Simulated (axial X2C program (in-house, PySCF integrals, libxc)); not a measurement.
**Potential curves of RhO, scalar-relativistic**

Computed with an axial X2C code built on PySCF integrals. Spin-free means the one-electron spin-free X2C Hamiltonian. Basis: Rh dyall-cv3z [12s12p8d5f3g], O dyall-av3z [7s6p3d2f] (cores contracted in-house); Gaussian nuclei, density fitting, unrestricted open shells. Masses: Rh 102.906 u, O 15.995 u.

State: M_S = 3/2, Λ = 0 (beyond evenly filled blocks: σα, π+α, π-α). Energies in kJ/mol from the fragments at the same level (Rh + O). Fits are polynomials in 1 − R0/R over 0.85 to 1.23 times the lowest point R0.

```
 R (Å)     PBE0      HF
1.4755  -278.59  165.13
1.5434  -357.15   96.40
1.5942  -389.91   67.75
1.6451  -406.24   51.61
1.6960  -410.12   44.36
1.7554  -403.12   43.43
1.8147  -387.34   47.94
1.8910  -358.63   58.77
1.9843  -316.52   75.30
2.1200  -251.97   97.93
```

The state is one determinant whose occupation by symmetry is held fixed; it was picked as the lowest of a PBE0 search that is not exhaustive. Dissociation energies refer to the lowest single-determinant-based atoms at the same level and basis. Other states lie close and PBE0, whose exact exchange favours high spin, may order them wrongly; the determinant shown need not be the ground state. The nearest other spin-free determinant of the search, M_S = 1/2, Λ = 0, lies 0.30 eV up at the distance of the search. The functionals have no current-density term, which raises determinants with orbital currents, atoms included. The determinant is spin-polarised beyond a pure state at some levels (its spin-free form has ⟨S²⟩ too high), which makes Re and μ there less reliable.

Q: Fit the PBE0 curve near its minimum: give the equilibrium distance, the harmonic wavenumber and the well depth.

A: At PBE0, spin-free: Re = 1.689 Å, ωe ≈ 867 cm⁻¹, De = 4.25 eV to Rh + O; Be follows as 0.427 cm⁻¹.

Q: Fit the HF curve near its minimum: give the equilibrium distance, the harmonic wavenumber and the well depth.

A: At HF, spin-free: Re = 1.733 Å, ωe ≈ 606 cm⁻¹, De = -0.45 eV to Rh + O; Be follows as 0.405 cm⁻¹.
